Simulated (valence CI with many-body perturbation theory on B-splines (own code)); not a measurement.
## Cl+: magnetic and hyperfine properties of the levels

Calculated by configuration interaction combined with many-body perturbation theory (CI+MBPT): six valence electrons over a frozen Dirac-Fock core [Ne], a basis of 9 s, 9 p, 8 d, 6 f, 3 g, 1 h functions for each j, with the one-electron correlation potential Σ1, the two-electron term Σ2, the three-electron term Σ3, Breit, model QED; selected CI, second order for the rest, scaled by the run's own slope (own B-spline code, finite nucleus).

Set against measurement, 32 paired levels are off by 179 cm⁻¹ on average, the worst by 395. Among the levels kept, up to 2000 cm⁻¹ of a level comes from second order outside the variational space, and about a tenth of that is noise between levels of different J, which matters for small intervals.

A/g_I is the dipole constant over the nuclear g factor μ/I (μ in nuclear magnetons, uniformly magnetised nucleus), B/Q the quadrupole constant per barn. Both hold the static response of the core; the bare values leave it out. Large factors of s and p1/2 electrons are usually good to 5 to 10 %; those of open d and f shells near neutrality can be off by tens of per cent, and small factors of p3/2, d and f electrons come from cancelling terms and can be off by a factor of two or in sign, in half-filled shells by more. B is blank for J = 1/2, where it vanishes, and for nearly pure S terms. Energies count from the lowest level. Levels with J = 0 are left out.

Names give the largest LS component (configuration and term), which can be under half, so a name can repeat, a term be missing and a line seem to break the LS rules; names also repeat where a configuration has a term twice.

| Level | E (cm⁻¹) | g | A/g_I (MHz) | A/g_I bare | B/Q (MHz/b) | B/Q bare |
| --- | --- | --- | --- | --- | --- | --- |
| 3s2 3p4 3P_2 | 0.0 | 1.500 | 468 | 433 | 716 | 641 |
| 3s2 3p4 3P_1 | 680 | 1.501 | 13.5 | 24.2 | -355 | -318 |
| 3s2 3p4 1D_2 | 11757 | 1.001 | 759 | 692 | -1460 | -1310 |
| 3s 3p5 3P°_2 | 93230 | 1.501 | 2020 | 1840 | -622 | -556 |
| 3s 3p5 3P°_1 | 93864 | 1.501 | 2350 | 2130 | 314 | 281 |
| 3s2 3p3 4s 5S°_2 | 107531 | 2.002 | 447 | 422 |  |  |
| 3s2 3p3 3d 5D°_4 | 110077 | 1.501 | 28.0 | 39.1 | 36.0 | 29.1 |
| 3s2 3p3 3d 5D°_3 | 110100 | 1.501 | 34.1 | 47.3 | 9.45 | 7.67 |
| 3s2 3p3 3d 5D°_1 | 110105 | 1.501 | 31.8 | 48.5 | -12.9 | -10.5 |
| 3s2 3p3 3d 5D°_2 | 110108 | 1.501 | 35.4 | 50.4 | -7.86 | -6.37 |
| 3s2 3p3 4s 3S°_1 | 112293 | 2.001 | -163 | -125 |  |  |
| 3s2 3p3 3d 1P°_1 | 115657 | 1.000 | 598 | 549 | -447 | -399 |
| 3s2 3p3 3d 3D°_3 | 119733 | 1.334 | 89.5 | 94.1 | 257 | 229 |
| 3s2 3p3 3d 3D°_2 | 119734 | 1.166 | 236 | 222 | 124 | 111 |
| 3s2 3p3 3d 3D°_1 | 119771 | 0.499 | 444 | 399 | 77.6 | 69.1 |
| 3s2 3p3 3d 3F°_2 | 126042 | 0.667 | 491 | 448 | -803 | -719 |
| 3s2 3p3 3d 3F°_3 | 126226 | 1.084 | 366 | 341 | -846 | -758 |
| 3s2 3p3 3d 3F°_4 | 126433 | 1.250 | 316 | 297 | -1090 | -973 |
| 3s2 3p3 4s 3D°_1 | 126594 | 0.502 | 245 | 226 | 72.3 | 65.0 |
| 3s2 3p3 4s 3D°_2 | 126601 | 1.168 | 610 | 561 | 150 | 135 |
| 3s2 3p3 4s 3D°_3 | 126624 | 1.334 | 919 | 840 | -20.4 | -17.8 |
| 3s2 3p3 4p 5P_1 | 128231 | 2.502 | 72.8 | 90.8 | 9.63 | 8.68 |
| 3s2 3p3 4p 5P_2 | 128278 | 1.834 | 117 | 120 | -102 | -91.8 |
| 3s2 3p3 4p 5P_3 | 128336 | 1.668 | 82.5 | 86.2 | 99.3 | 89.7 |
| 3s2 3p3 4s 1D°_2 | 128936 | 1.002 | 825 | 752 | -24.3 | -21.6 |
| 3s2 3p3 4p 3P_1 | 131392 | 1.501 | 173 | 168 | -62.2 | -56.1 |
| 3s2 3p3 4p 3P_2 | 131408 | 1.501 | 120 | 121 | 127 | 114 |

(1) Take the isotope of mass number 37, with I = 3/2, μ = 0.684 μN and Q = -0.0644 b. What is the hyperfine structure of 3s 3p5 3P°_1?

Answers

(1) From the table A = 1070 MHz, B = -20.2 MHz. Shifts from the centre of gravity in MHz: F = 1/2: -2700, F = 3/2: -1050, F = 5/2: 1600.
